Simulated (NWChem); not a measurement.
# The standard entropy of SiNH3ClO (SMILES [NH][SiH](O)Cl) from a frequency calculation

A doublet with charge 0, relaxed at UHF/6-31G* (spherical functions) (NWChem 7.3.0):

```xyz
7

N    -1.4942    1.0119   -0.3007
Si    0.0082    0.4444    0.3865
O     1.2458    1.2569   -0.2788
Cl    0.1098   -1.5663   -0.0670
H    -2.3449    0.6878    0.1320
H     0.1032    0.5907    1.8348
H     1.2096    1.4801   -1.1999
```

Harmonic wavenumbers in cm⁻¹: 185, 204, 242, 321, 370, 570, 803, 819, 886, 904, 980, 1032, 2480, 3717, 4108.

Masses in u: N 14.007, Si 28.085, O 15.999, Cl 35.45, H 1.008. Take T = 298.15 K, p = 1 bar, R = 8.3145 J/(mol K), kT/hc = 207.22 cm⁻¹, rigid rotor and harmonic oscillator.

Work out S° at 298 K.


1. Translation (Sackur–Tetrode): S = R[3/2 ln M + 5/2 ln T − 1.1517] with M = 96.565 gives 165.9 J/(mol K).
2. Rotation: principal moments 75.168, 146.544, 198.366 u Å² give A, B, C = 0.2243, 0.115, 0.085 cm⁻¹; the symmetry number is σ = 1; q = (√π/σ)√((kT/hc)³/ABC) = 112914; S = R(ln q + 3/2) = 109.2.
3. Vibration: with u = ν̃/207.22, each mode gives R[u/(eᵘ − 1) − ln(1 − e⁻ᵘ)]; the sum is 41.5, most from 185 cm⁻¹ (9.5), 204 cm⁻¹ (8.8), 242 cm⁻¹ (7.5).
4. Spin and the two mirror images of this shape: R ln 4 = 11.5.
5. Sum: 165.9 + 109.2 + 41.5 + 11.5 = 328.1 J/(mol K).

No measured value is set beside it here. Where a soft mode is a torsion, a harmonic oscillator describes it poorly. One conformer is counted; others would raise S. Unscaled Hartree–Fock wavenumbers run high.
